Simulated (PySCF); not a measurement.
WOF₃, SMILES [O]=[W]([F])([F])[F] (connectivity only; charge and spin as stated), neutral, multiplicity 2.

Geometry optimised at r2SCAN-D4/def2-SVP. The multiplicity is an assumed one; other spin states were not compared. The isomer is the one that the SMILES or the coordinates give; other isomers of the formula were not compared. The def2 effective core potentials stand for the cores of W; spin–orbit coupling is left out.

Calculation: TDA-PBE/def2-SVPD (PySCF 2.14.0).

Vertical excitations. Isolated molecule, no solvent.

**Question.** Give excitation energies, oscillator strengths and character. (The exact figures need the calculation; the answer reports its results.)

**Answer.** 
```tsv
state	energy (eV)	λ (nm)	f	main pairs
root 1	1.24	1004	0.000	α HOMO→LUMO 100 %
root 2	2.64	470	0.000	α HOMO→LUMO+1 100 %
root 3	2.87	433	0.000	α HOMO→LUMO+2 99 %
root 4	4.36	284	0.004	α HOMO→LUMO+3 98 %
root 5	4.91	253	0.000	α HOMO−1→LUMO 82 %, β HOMO−1→LUMO+1 12 %
root 6	5.01	247	0.016	α HOMO→LUMO+4 31 %, β HOMO→LUMO 60 %
root 7	5.02	247	0.000	α HOMO−2→LUMO 28 %, β HOMO−1→LUMO 64 %
root 8	5.06	245	0.000	α HOMO−2→LUMO 45 %, β HOMO−1→LUMO 35 %, β HOMO→LUMO+1 20 %
root 9	5.09	244	0.035	α HOMO→LUMO+4 64 %, β HOMO→LUMO 30 %
root 10	5.28	235	0.000	α HOMO−2→LUMO 26 %, β HOMO→LUMO+1 73 %
```
Unrestricted roots are not spin-pure.
